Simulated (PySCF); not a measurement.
Computed Raman spectrum (relative Raman activity) of a molecule C3H5FOSi. The structure is a stationary point at ωB97X-D3(BJ)/def2-SVP. The values are those of a single conformer. Level of theory: ωB97X-D3(BJ)/def2-SVP (PySCF). Frequencies are harmonic and unscaled.

Lines under 2 % of the strongest are left out, and lines within 2 cm⁻¹ are merged.

```csv
ν (cm⁻¹),relative intensity
160,4.6
174,4.0
297,2.1
344,4.0
378,2.8
613,4.6
713,4.5
768,4.7
842,5.6
875,4.8
1094,2.7
1155,2.7
1304,3.1
1388,3.8
1460,11
2195,80
2316,100
3044,89
3138,87
3467,30
3858,29
```

Problem. Which structure fits?
A. C=C1O[SiH2][C@@H]1F
B. C#C[Si@H](F)CO
C. C#C[Si@H](O)CF
D. F[C@@]1([SiH3])C=CO1

Solution. B, C#C[Si@H](F)CO
